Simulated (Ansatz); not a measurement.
Ga₁₂P₁₀Br₆⁻. The state is a doublet with charge -1. Geometry PBE-D4/def2-SVP, that of the neutral singlet; atoms count from 1.

Cartesian coordinates in Å:
```
P 4.363 -1.917 2.718
P 1.528 -1.704 -3.325
P 4.605 0.161 -1.052
P 0.474 -1.831 0.890
P -1.975 -0.939 -2.486
P -1.407 1.180 2.547
P 0.648 1.898 -1.149
P -3.380 -2.255 1.070
P -4.540 1.774 -0.372
P 2.185 1.864 1.994
Ga 1.615 -2.193 -1.061
Ga -1.590 -1.624 -0.278
Ga 4.278 -1.552 0.498
Ga -2.535 -0.873 2.853
Ga 3.304 0.019 2.592
Ga 3.301 -0.277 -2.925
Ga 0.148 0.058 -2.469
Ga 2.757 1.379 -0.246
Ga 0.286 0.652 0.959
Ga -3.006 1.070 -1.986
Ga -2.627 2.310 0.956
Ga -4.430 -0.239 0.752
Br 3.677 -3.673 -0.768
Br -1.946 -1.973 4.808
Br 3.609 1.345 -4.556
Br -2.406 2.702 -3.532
Br -1.890 4.445 0.450
Br -5.045 0.194 3.117
```

Single mean-field runs in def2-TZVP are fitted with def2-universal-jkfit.

Question: Estimate the Mulliken populations from the PBE0/def2-TZVP orbitals of Ansatz.

Answer: 
```json
{"atom": "P1", "charge (e)": "-0.25", "spin (α − β)": "0.00"}
{"atom": "P2", "charge (e)": "-0.22", "spin (α − β)": "-0.01"}
{"atom": "P3", "charge (e)": "-0.22", "spin (α − β)": "0.04"}
{"atom": "P4", "charge (e)": "-0.16", "spin (α − β)": "-0.01"}
{"atom": "P5", "charge (e)": "-0.22", "spin (α − β)": "0.01"}
{"atom": "P6", "charge (e)": "-0.17", "spin (α − β)": "0.02"}
{"atom": "P7", "charge (e)": "-0.21", "spin (α − β)": "0.00"}
{"atom": "P8", "charge (e)": "-0.23", "spin (α − β)": "0.00"}
{"atom": "P9", "charge (e)": "-0.21", "spin (α − β)": "0.00"}
{"atom": "P10", "charge (e)": "-0.24", "spin (α − β)": "-0.03"}
{"atom": "Ga11", "charge (e)": "0.21", "spin (α − β)": "0.29"}
{"atom": "Ga12", "charge (e)": "0.19", "spin (α − β)": "0.02"}
{"atom": "Ga13", "charge (e)": "0.15", "spin (α − β)": "0.26"}
{"atom": "Ga14", "charge (e)": "0.39", "spin (α − β)": "0.01"}
{"atom": "Ga15", "charge (e)": "0.19", "spin (α − β)": "0.15"}
{"atom": "Ga16", "charge (e)": "0.35", "spin (α − β)": "0.01"}
{"atom": "Ga17", "charge (e)": "0.19", "spin (α − β)": "0.03"}
{"atom": "Ga18", "charge (e)": "0.20", "spin (α − β)": "0.17"}
{"atom": "Ga19", "charge (e)": "0.06", "spin (α − β)": "0.03"}
{"atom": "Ga20", "charge (e)": "0.32", "spin (α − β)": "0.00"}
{"atom": "Ga21", "charge (e)": "0.34", "spin (α − β)": "0.00"}
{"atom": "Ga22", "charge (e)": "0.36", "spin (α − β)": "0.02"}
{"atom": "Br23", "charge (e)": "-0.27", "spin (α − β)": "-0.01"}
{"atom": "Br24", "charge (e)": "-0.32", "spin (α − β)": "0.00"}
{"atom": "Br25", "charge (e)": "-0.33", "spin (α − β)": "0.01"}
{"atom": "Br26", "charge (e)": "-0.29", "spin (α − β)": "0.00"}
{"atom": "Br27", "charge (e)": "-0.28", "spin (α − β)": "0.00"}
{"atom": "Br28", "charge (e)": "-0.32", "spin (α − β)": "0.00"}
```
Mulliken values depend strongly on the basis.

Question: Where does the spin sit?

Answer: Summed by element: P 0.02, Ga 0.98, Br 0.00, of 1 unpaired in all. Largest on single atoms: Ga11 0.29, Ga13 0.26, Ga18 0.17.

Question: And the Mayer bond orders between heavy atoms (over 0.3)?

Answer: P1–Ga13 1.26 (2.25 Å); P1–Ga15 1.46 (2.21 Å); P2–Ga11 0.95 (2.32 Å); P2–Ga16 0.96 (2.31 Å); P2–Ga17 0.81 (2.40 Å); P3–Ga13 0.92 (2.33 Å); P3–Ga16 0.94 (2.32 Å); P3–Ga18 0.88 (2.36 Å); P4–Ga11 1.01 (2.29 Å); P4–Ga12 0.93 (2.38 Å); P4–Ga19 0.73 (2.49 Å); P5–Ga12 0.92 (2.34 Å); P5–Ga17 0.85 (2.35 Å); P5–Ga20 1.01 (2.31 Å); P6–Ga14 0.91 (2.36 Å); P6–Ga19 0.83 (2.38 Å); P6–Ga21 1.03 (2.30 Å); P7–Ga17 1.01 (2.32 Å); P7–Ga18 0.88 (2.35 Å); P7–Ga19 0.78 (2.47 Å); P8–Ga12 0.90 (2.33 Å); P8–Ga14 0.81 (2.41 Å); P8–Ga22 1.07 (2.29 Å); P9–Ga20 0.94 (2.34 Å); P9–Ga21 0.83 (2.39 Å); P9–Ga22 0.98 (2.31 Å); P10–Ga15 1.12 (2.24 Å); P10–Ga18 0.90 (2.36 Å); P10–Ga19 0.73 (2.48 Å); Ga11–Br23 0.54 (2.56 Å); Ga13–Br23 0.49 (2.54 Å); Ga14–Br24 0.95 (2.32 Å); Ga14–Br28 0.32 (2.74 Å); Ga16–Br25 0.93 (2.32 Å); Ga20–Br26 0.97 (2.33 Å); Ga21–Br27 0.99 (2.32 Å); Ga22–Br28 0.66 (2.48 Å).
